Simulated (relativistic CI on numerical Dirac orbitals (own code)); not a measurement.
Calculated at this level of theory: Dirac-Coulomb-Breit CI, KLI orbitals optimised for each configuration, model QED, unscaled Slater integrals (own radial code, finite nucleus).

The strongest absorption lines from the ground level of an ion, among the configurations computed and to levels below about 4280 eV (vacuum wavelength in Å, gf): 2.9038 (0.25), 3.7574 (0.44), 3.7642 (0.28), 3.7780 (0.19), 3.7919 (0.089), 3.8344 (1.5), 43.706 (0.12), 44.475 (0.16).

(1) Which ion is it?
A. Tc40+
B. Tc36+
C. Tc38+
D. In44+

Results:

(1) C. Tc38+ has 5 electrons and the ground level 2s2 2p 2P°_1/2; the strongest line goes to 2s2 3d 2D_3/2. The pattern of lines fixes the number of electrons, and along that sequence the line energies rise steadily with the charge (about as its square where n changes within one kind of shell, about linearly where n is kept but much faster in heavy ions where fine structure, which grows about as Z⁴, sets the gap, and irregularly where shells cross), which fixes Z. Configurations outside the model, such as inner-shell arrays, can give stronger lines. At this charge energies of transitions that change n are usually good to better than 1 %, and those within a shell (Δn = 0) to a few per cent.

LS names give the leading component of a level, which can be under half, so a name can repeat, a term be missing and a line seem to break the LS rules.
